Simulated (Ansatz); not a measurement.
One geometry of Cd₁₀Te₁₀H₂₈, several levels of theory.

```yaml
crystal:
  periodic: [false, false, false]
  atoms:
    - {symbol: Cd, position_ang: [-4.446874, 2.281258, 0.316357]}
    - {symbol: Cd, position_ang: [-0.962633, -3.834067, 2.541224]}
    - {symbol: Cd, position_ang: [1.662407, -4.059900, 0.271299]}
    - {symbol: Cd, position_ang: [-0.613500, 3.619361, -2.992005]}
    - {symbol: Cd, position_ang: [3.565016, -2.795335, -3.602596]}
    - {symbol: Cd, position_ang: [-1.156580, -0.917134, -0.332211]}
    - {symbol: Cd, position_ang: [-1.000512, 2.775425, 2.388753]}
    - {symbol: Cd, position_ang: [3.612876, 0.924737, 2.467298]}
    - {symbol: Cd, position_ang: [2.370885, 1.887449, -0.285933]}
    - {symbol: Cd, position_ang: [5.218838, -1.328860, -1.128868]}
    - {symbol: Te, position_ang: [-3.090409, -2.486901, 0.945780]}
    - {symbol: Te, position_ang: [-2.259210, 1.523798, -1.509235]}
    - {symbol: Te, position_ang: [-3.427415, 1.166285, 2.699862]}
    - {symbol: Te, position_ang: [0.804947, -2.158200, -1.972223]}
    - {symbol: Te, position_ang: [-0.053614, -1.486967, 4.338142]}
    - {symbol: Te, position_ang: [3.622853, -1.834141, 1.190764]}
    - {symbol: Te, position_ang: [0.467128, 1.219762, -4.614404]}
    - {symbol: Te, position_ang: [1.250064, 4.397879, -0.969226]}
    - {symbol: Te, position_ang: [3.360551, 0.575296, -2.611485]}
    - {symbol: Te, position_ang: [0.478638, 0.596693, 1.447401]}
    - {symbol: H, position_ang: [-5.790647, 3.153154, -0.247103]}
    - {symbol: H, position_ang: [-5.930053, -0.028586, -0.620238]}
    - {symbol: H, position_ang: [-3.763461, -2.733837, 4.590454]}
    - {symbol: H, position_ang: [-1.384374, -5.182377, 3.499302]}
    - {symbol: H, position_ang: [2.525630, -5.413126, -0.283277]}
    - {symbol: H, position_ang: [0.395093, -3.347389, 1.355819]}
    - {symbol: H, position_ang: [-1.588921, 4.557154, -4.040831]}
    - {symbol: H, position_ang: [2.932821, -2.862974, -5.157293]}
    - {symbol: H, position_ang: [-0.824173, 4.418750, 2.784469]}
    - {symbol: H, position_ang: [-2.448374, 5.045916, 0.552200]}
    - {symbol: H, position_ang: [3.690588, 0.894002, 4.156555]}
    - {symbol: H, position_ang: [3.862510, 1.889409, 0.921428]}
    - {symbol: H, position_ang: [4.490887, -2.942023, -2.130712]}
    - {symbol: H, position_ang: [6.871355, -0.964226, -1.351360]}
    - {symbol: H, position_ang: [-2.935231, -3.662071, -0.252770]}
    - {symbol: H, position_ang: [-5.399671, -0.517530, -0.343631]}
    - {symbol: H, position_ang: [-3.309402, 1.135471, -2.770986]}
    - {symbol: H, position_ang: [-4.015530, -2.010464, 4.514789]}
    - {symbol: H, position_ang: [-4.337794, 2.201852, 3.667982]}
    - {symbol: H, position_ang: [-0.185401, -3.208658, -2.833489]}
    - {symbol: H, position_ang: [-0.760937, -2.253160, 5.679156]}
    - {symbol: H, position_ang: [-1.475088, -0.604794, 4.127633]}
    - {symbol: H, position_ang: [4.870837, -2.665789, 1.954363]}
    - {symbol: H, position_ang: [-0.785578, 1.600257, -5.702447]}
    - {symbol: H, position_ang: [1.518806, 2.122679, -5.569746]}
    - {symbol: H, position_ang: [2.409517, 4.744013, -2.140395]}
    - {symbol: H, position_ang: [-2.651616, 4.875293, -0.171843]}
    - {symbol: H, position_ang: [4.614741, 1.692619, -2.776733]}
basis:
  gaussian: {orbitals: def2-TZVP, fitting: {mean_field: def2-universal-jkfit}, initial_orbitals: start.molden}
hamiltonian: {xc: pbe, dispersion: d4}
scf: {omitted_lower_state_checks: [starts]}
output: {forces: true, orbitals: {seedname: orbitals}}
```

The file start.molden holds the orbitals of an earlier run on this structure, at another level or in another basis.

```sh
$ ansatz run in.yaml --threads 11 --pin off --events-out ev --progress --plain --max-ram 174080MiB --backend cuda --devices 0, --max-vram 75GiB
```

It prints (some lines left out):

```
Functional definition: PBE
  name "PBE"
  cite "Perdew, Burke & Ernzerhof, Phys. Rev. Lett. 77, 3865 (1996) doi:10.1103/PhysRevLett.77.3865"
  parent pbe
  parameter kappa = 0.804
  parameter beta = 0.06672455060314922
  exchange = pbe_x(kappa = kappa, mu = beta*pi^2/3)
  correlation = pbe_c(beta = beta)
these checks for a lower state are left out or cut short: starts
5234 factors; integrals over basis functions are off by at most 6.4e-1 eV
mean field evaluation 1: about -119044.0591 eV, gradient 1.8e1 eV
mean field evaluation 2: about -119044.9207 eV, gradient 8.9e-1 eV
mean field evaluation 4: about -119044.9259 eV, gradient 1.0e-1 eV
mean field evaluation 8: about -119044.9259 eV, gradient 1.2e-5 eV
mean field -119044.92589089 eV, -4374.8203349414 hartree, gradient 1.2e-5 eV, S^2 0.000000; 0 other end points of the search recorded, 0 dependent functions left out
the calculation of the forces begins
reference -119044.92602990 eV, -4374.8203400500 hartree; 234, 234 occupied and 834, 834 virtual orbitals, 5234 factors
Total energy: -119049.03503944 eV, -4374.9713433653 hartree
Atom 0 at    -4.446874     2.281258     0.316357 Å, force     0.012449     0.002664     0.002827 eV/Å
Atom 1 at    -0.962633    -3.834067     2.541224 Å, force     0.006179    -0.028526    -0.006392 eV/Å
Atom 2 at     1.662407    -4.059900     0.271299 Å, force     0.010534    -0.017037    -0.008617 eV/Å
Atom 3 at    -0.613500     3.619361    -2.992005 Å, force    -0.012638     0.006547    -0.012648 eV/Å
Atom 4 at     3.565016    -2.795335    -3.602596 Å, force    -0.016037     0.016872     0.004550 eV/Å
Atom 5 at    -1.156580    -0.917134    -0.332211 Å, force     0.013859    -0.014462     0.011844 eV/Å
Atom 6 at    -1.000512     2.775425     2.388753 Å, force     0.006996    -0.024554    -0.022112 eV/Å
Atom 7 at     3.612876     0.924737     2.467298 Å, force    -0.042665    -0.026418    -0.013084 eV/Å
Atom 8 at     2.370885     1.887449    -0.285933 Å, force    -0.055468    -0.052253     0.001341 eV/Å
Atom 9 at     5.218838    -1.328860    -1.128868 Å, force     0.008899     0.032468     0.004776 eV/Å
Atom 10 at    -3.090409    -2.486901     0.945780 Å, force     0.045299    -0.094726    -0.111970 eV/Å
Atom 11 at    -2.259210     1.523798    -1.509235 Å, force    -0.068336    -0.010425    -0.075843 eV/Å
Atom 12 at    -3.427415     1.166285     2.699862 Å, force    -0.067531     0.097470     0.059704 eV/Å
Atom 13 at     0.804947    -2.158200    -1.972223 Å, force    -0.051795    -0.051155    -0.038333 eV/Å
Atom 14 at    -0.053614    -1.486967     4.338142 Å, force    -0.178422     0.013212     0.084815 eV/Å
Atom 15 at     3.622853    -1.834141     1.190764 Å, force     0.060958    -0.019037     0.008837 eV/Å
Atom 16 at     0.467128     1.219762    -4.614404 Å, force    -0.028404     0.113046    -0.152461 eV/Å
Atom 17 at     1.250064     4.397879    -0.969226 Å, force     0.083031     0.006214    -0.106115 eV/Å
Atom 18 at     3.360551     0.575296    -2.611485 Å, force     0.091975     0.059628     0.045544 eV/Å
Atom 19 at     0.478638     0.596693     1.447401 Å, force     0.048499     0.011983    -0.037673 eV/Å
Atom 20 at    -5.790647     3.153154    -0.247103 Å, force     0.026916    -0.014622     0.012369 eV/Å
Atom 21 at    -5.930053    -0.028586    -0.620238 Å, force     0.349437    -0.331120     0.182054 eV/Å
Atom 22 at    -3.763461    -2.733837     4.590454 Å, force    -0.181361     0.517540    -0.051015 eV/Å
Atom 23 at    -1.384374    -5.182377     3.499302 Å, force     0.002472     0.032441    -0.015220 eV/Å
Atom 24 at     2.525630    -5.413126    -0.283277 Å, force    -0.016929     0.030720     0.007822 eV/Å
Atom 25 at     0.395093    -3.347389     1.355819 Å, force    -0.008376     0.008356     0.006239 eV/Å
Atom 26 at    -1.588921     4.557154    -4.040831 Å, force     0.019306    -0.016427     0.022795 eV/Å
Atom 27 at     2.932821    -2.862974    -5.157293 Å, force     0.016407    -0.000051     0.031825 eV/Å
Atom 28 at    -0.824173     4.418750     2.784469 Å, force    -0.006269    -0.019315    -0.017213 eV/Å
Atom 29 at    -2.448374     5.045916     0.552200 Å, force    -0.128553    -0.118290    -0.500968 eV/Å
Atom 30 at     3.690588     0.894002     4.156555 Å, force     0.003249     0.007140    -0.041218 eV/Å
Atom 31 at     3.862510     1.889409     0.921428 Å, force     0.041769     0.007430     0.034077 eV/Å
Atom 32 at     4.490887    -2.942023    -2.130712 Å, force    -0.010852    -0.013871    -0.020479 eV/Å
Atom 33 at     6.871355    -0.964226    -1.351360 Å, force    -0.037141    -0.010342     0.005420 eV/Å
Atom 34 at    -2.935231    -3.662071    -0.252770 Å, force    -0.011572     0.097070     0.109873 eV/Å
Atom 35 at    -5.399671    -0.517530    -0.343631 Å, force    -0.353707     0.320419    -0.186419 eV/Å
Atom 36 at    -3.309402     1.135471    -2.770986 Å, force     0.091804     0.033209     0.104273 eV/Å
Atom 37 at    -4.015530    -2.010464     4.514789 Å, force     0.174634    -0.517943     0.060841 eV/Å
Atom 38 at    -4.337794     2.201852     3.667982 Å, force     0.067742    -0.079451    -0.083495 eV/Å
Atom 39 at    -0.185401    -3.208658    -2.833489 Å, force     0.071426     0.086661     0.069824 eV/Å
Atom 40 at    -0.760937    -2.253160     5.679156 Å, force     0.051220     0.060519    -0.113150 eV/Å
Atom 41 at    -1.475088    -0.604794     4.127633 Å, force     0.124364    -0.071839     0.020469 eV/Å
Atom 42 at     4.870837    -2.665789     1.954363 Å, force    -0.093196     0.066215    -0.055948 eV/Å
Atom 43 at    -0.785578     1.600257    -5.702447 Å, force     0.104218    -0.020923     0.090394 eV/Å
Atom 44 at     1.518806     2.122679    -5.569746 Å, force    -0.089112    -0.073158     0.086780 eV/Å
Atom 45 at     2.409517     4.744013    -2.140395 Å, force    -0.099503    -0.031969     0.091710 eV/Å
Atom 46 at    -2.651616     4.875293    -0.171843 Å, force     0.127982     0.123808     0.494817 eV/Å
Atom 47 at     4.614741     1.692619    -2.776733 Å, force    -0.103756    -0.093719     0.014556 eV/Å
Dipole moment:    -0.283138     0.281785    -0.344229 e Å
Checks for a lower state left out: starts
```

It took 28 s on 11 threads of AMD EPYC 7R13 on a shared host and a whole NVIDIA H100 80GB HBM3.

First input, but with `hamiltonian: {xc: r2scan, dispersion: d4}`, `output: {orbitals: {seedname: orbitals}}` (abridged; 11 s):

```
Functional definition: r2SCAN
mean field -119093.01090774 eV, -4376.5874267172 hartree, gradient 1.6e-5 eV, S^2 0.000000
Total energy: -119094.19947003 eV, -4376.6311055760 hartree
Checks for a lower state left out: starts
```

The first input with `gaussian: {orbitals: def2-SVP, fitting: {mean_field: def2-universal-jkfit}, initial_orbitals: start.molden}`, `hamiltonian: {xc: pbe0, dispersion: d4}`, `output: {orbitals: {seedname: orbitals}}` (abridged; 7 s):

```
Functional definition: PBE0
mean field -119034.07236221 eV, -4374.4214751190 hartree, gradient 3.7e-5 eV, S^2 0.000000
Total energy: -119037.88006178 eV, -4374.5614054972 hartree
Checks for a lower state left out: starts
```

As the first input, with `gaussian: {orbitals: def2-TZVP, fitting: {mean_field: def2-universal-jkfit}}`, `hamiltonian: {xc: pbe0, dispersion: d4}`, `output: {orbitals: {seedname: orbitals}}` (abridged; 20 s):

```
Functional definition: PBE0
mean field evaluation 16: about -119048.2643 eV, gradient 3.0e-4 eV
mean field -119048.26426302 eV, -4374.9430178544 hartree, gradient 4.1e-5 eV, S^2 0.000000
Total energy: -119052.07196908 eV, -4375.0829484711 hartree
Checks for a lower state left out: starts
```

The first input with `gaussian: {orbitals: def2-SVP, fitting: {mean_field: def2-universal-jkfit}, initial_orbitals: start.molden}`, `output: {orbitals: {seedname: orbitals}}` (abridged; 6.5 s):

```
Functional definition: PBE
mean field -119029.99770593 eV, -4374.2717342626 hartree, gradient 7.0e-5 eV, S^2 0.000000
Total energy: -119034.10684698 eV, -4374.4227424111 hartree
Checks for a lower state left out: starts
```

Geometry: PBE-D4/def2-SVP, loosely relaxed.

In the def2 sets Cd, Te take a core potential; there is no spin–orbit coupling. Single mean-field runs in def2-SVP, def2-TZVP are fitted with def2-universal-jkfit. The geometry of the charge 0 singlet is only loosely relaxed. In the singlet geometry the species has come apart into loosely held pieces. In the singlet, H23 and H38 lie 0.77 Å apart, H30 and H47 lie 0.77 Å apart, H22 and H36 lie 0.77 Å apart (atoms count from 1), so H2 has formed as a molecule.
